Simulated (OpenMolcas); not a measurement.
## Al⁺: effect of the IPEA shift

```json
{
  "Program": "OpenMolcas",
  "Basis": "ANO-R2 [5s5p3d1f]",
  "Scalar Hamiltonian": "X2C, finite nucleus",
  "Active space": "2 electrons in 4 orbitals (3s 3p)",
  "State averaging": "2S+1 = 3 even, 3 roots; 2S+1 = 1 even, 7 roots; 2S+1 = 3 odd, 3 roots; 2S+1 = 1 odd, 3 roots",
  "Spin-orbit coupling": "RASSI with atomic mean-field integrals over the reference wave functions, term energies averaged over their components"
}
```

Methods on the same reference wave functions:
A. CASSCF
B. MS-CASPT2, IPEA 0.25 Eh, imaginary shift 0.1 Eh (closed shells correlated: 2s 2p)
C. MS-CASPT2, IPEA 0.5 Eh, imaginary shift 0.1 Eh (closed shells correlated: 2s 2p)

Energies in cm⁻¹ above 3s² ¹S₀, the measured ground level; measured values from NIST Handbook of Basic Atomic Spectroscopic Data.

```json
{"Level": "3s² ¹S₀", "A": "0.0", "B": "0.0", "C": "0.0", "Measured": "0.0"}
{"Level": "3s 3p ³P°₀", "A": "36168", "B": "37044", "C": "37124", "Measured": "37393"}
{"Level": "3s 3p ³P°₁", "A": "36220", "B": "37096", "C": "37176", "Measured": "37454"}
{"Level": "3s 3p ³P°₂", "A": "36324", "B": "37200", "C": "37280", "Measured": "37578"}
{"Level": "3s 3p ¹P°₁", "A": "66859", "B": "61732", "C": "62428", "Measured": "59852"}
{"Level": "3p² ³P₀", "A": "93246", "B": "93830", "C": "94014", "Measured": "94085"}
{"Level": "3p² ³P₁", "A": "93297", "B": "93882", "C": "94066", "Measured": "94147"}
{"Level": "3p² ³P₂", "A": "93397", "B": "93975", "C": "94164", "Measured": "94269"}
{"Level": "3p² ¹D₂", "A": "101872", "B": "94644", "C": "96130", "Measured": "85481"}
{"Level": "3p² ¹S₀", "A": "121265", "B": "112229", "C": "113127", "Measured": "111637"}
```

Deviations, from unrounded energies. A percentage is the sum of absolute deviations over the sum of measured energies, with the sign that they share, or ± where signs differ.

```tsv
Against measurement	Levels	A	B	C
mean absolute deviation (cm-1)	9	4400	1500	1800
other configurations (%)	9	±6.0	±2.1	±2.4
```

B lies closest to measurement on these levels and A furthest from it. The largest miss of B in the table is 3p² ¹D₂, by +9200 cm-1. The ranking rests on the paired levels alone, and a cruder setting can come out closer through cancelling errors.

Between B and C the level of the table that moves most is 3p² ¹D₂, by 1500 cm-1 (lowest in B, highest in C).

The lowest spin-free term lies below A's lowest term by 0.214 hartree in B, 0.214 hartree in C.

Over all roots computed the reference weight is 0.92 to 0.98 in B; the roots of lowest weight are the least certain, and an intruder state may touch them. The ¹D term of p² mixes with s d, which this space lacks. Without dynamic correlation excited terms often stand tens of per cent too high (terms of higher spin than the ground term too low), and those without a measured partner can miss by more than the paired ones (holds for A). Measured partners are found by configuration, term and J. A level has none where our copy of the source lacks it or the pairing is in doubt (some pairs that miss far off the trend of their configuration count as doubtful), and it then counts in no deviation. Only configurations of the active space appear.

° marks odd parity.
